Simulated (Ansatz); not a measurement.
Relative stability

The two ends of one reaction step of CH₇Ge, doublet (PBE0-D4/def2-TZVP).

A:

H1  (0.029, -1.641, 0.564)
C2  (-0.806, -1.164, 1.077)
Ge3  (1.124, 1.124, -1.371)
H4  (-0.437, -0.332, 1.677)
H5  (-1.520, -0.793, 0.342)
H6  (-1.295, -1.890, 1.725)
H7  (-0.369, 1.120, -1.741)
H8  (1.337, 1.589, 0.081)
H9  (1.937, 1.987, -2.354)
(Å)

B:

```csv
atom,x (Å),y (Å),z (Å)
H1,0.1553,0.3001,-0.2538
C2,-1.1471,-1.6186,1.4308
Ge3,0.9162,1.2932,-1.1433
H4,-0.7500,-1.1229,2.3044
H5,-2.1053,-1.3215,1.0303
H6,-0.5859,-2.4116,0.9588
H7,-0.0829,2.1693,-1.9119
H8,1.8090,2.1874,-0.2717
H9,1.7907,0.5244,-2.1436
```

Program: Ansatz 0.2.0. Basis: def2-TZVPP. Cores are frozen in the correlated methods; orbitals are unrestricted. Filled d shells of the heavier atoms are correlated. The def2 sets are not built for correlating such inner shells, so the correlated values are less sure here. B3LYP uses VWN-RPA correlation.

Which structure is lower at CCSD(T), and by how much? (An estimate is asked for; the value comes from the calculation.)

By the calculation: A, by 92.2 kJ/mol (electronic energy, against the other). By their contacts, A is a complex of GeH₃ + CH₄ and B is a complex of GeH₄ + CH₃.

All methods give the same order:

| method | E(B) − E(A) (kJ/mol) |
| --- | --- |
| SPW92 | 112.4 |
| PBE-D4 | 102.0 |
| BLYP-D4 | 97.2 |
| r2SCAN-D4 | 89.2 |
| B97M-V | 88.4 |
| PBE0-D4 | 97.7 |
| B3LYP-D4 | 95.2 |
| r2SCAN0-D4 | 88.7 |
| BHLYP-D4 | 88.7 |
| CAM-B3LYP-D4 | 93.0 |
| wB97X-V | 93.0 |
| wB97M-V | 100.0 |
| B2PLYP | 93.6 |
| PBE-QIDH | 95.2 |
| RPA on PBE | 91.7 |
| HF | 69.1 |
| MP2 | 100.0 |
| CCSD | 89.5 |
| CCSD(T) | 92.2 |

T1 diagnostic: at most 0.012. ⟨S²⟩ of the unrestricted Hartree–Fock references: 0.75 to 0.76 (a pure state has 0.75).

For scale, one of the runs: CCSD(T)/def2-TZVPP, 177 basis functions, launched by `ansatz run in.yaml --threads 4 --pin off --events-out ev --progress --plain --max-ram 9574MiB`. Time: 100 s of wall clock on 4 CPU threads of an Arm Neoverse V1; the host was shared. Peak host memory: 4.2 GiB.
